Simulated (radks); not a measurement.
Results of a calculation; reference values are marked as such.
Os+, 75 electrons, occupied as [Xe] 4f14 5d6 6s1 (the NIST ground configuration). Level of theory: scalar-relativistic Kohn-Sham, PBE, spin-unpolarised, spherical densities, point nucleus (a radial shooting solver on a logarithmic mesh with Libxc functionals).

Unscreened Slater integrals over Kohn-Sham orbitals (eV).

integral     value
F0(6s,6s)   8.8254
F0(6s,5d)   10.298
G2(6s,5d)   2.7937
F0(6s,5p)   10.988
G1(6s,5p)  0.81832
F0(6s,4f)   11.603
G3(6s,4f)  0.32080
F0(5d,5d)   14.104
F2(5d,5d)   7.1821
F4(5d,5d)   4.6986
F0(5d,5p)   16.536
F2(5d,5p)   7.8840
G1(5d,5p)   9.2819
G3(5d,5p)   5.7078
F0(5d,4f)   18.517
F2(5d,4f)   4.0928
F4(5d,4f)   1.8827
G1(5d,4f)   1.4217
G3(5d,4f)   1.2836
G5(5d,4f)   1.0121
F0(5p,5p)   20.946
F2(5p,5p)   11.279
F0(5p,4f)   25.751
F2(5p,4f)   8.0876
G2(5p,4f)   3.3284
G4(5p,4f)   2.7426
F0(4f,4f)   44.928
F2(4f,4f)   21.982
F4(4f,4f)   13.925
F6(4f,4f)   10.057

Derived for the open shells (J is the average intra-shell exchange parameter used in DFT+U). 5d: Racah B = F2/49 - 5 F4/441 = 0.09330 eV, C = 35 F4/441 = 0.3729 eV, C/B = 4.00, F4/F2 = 0.654, J = (F2 + F4)/14 = 0.8486 eV.
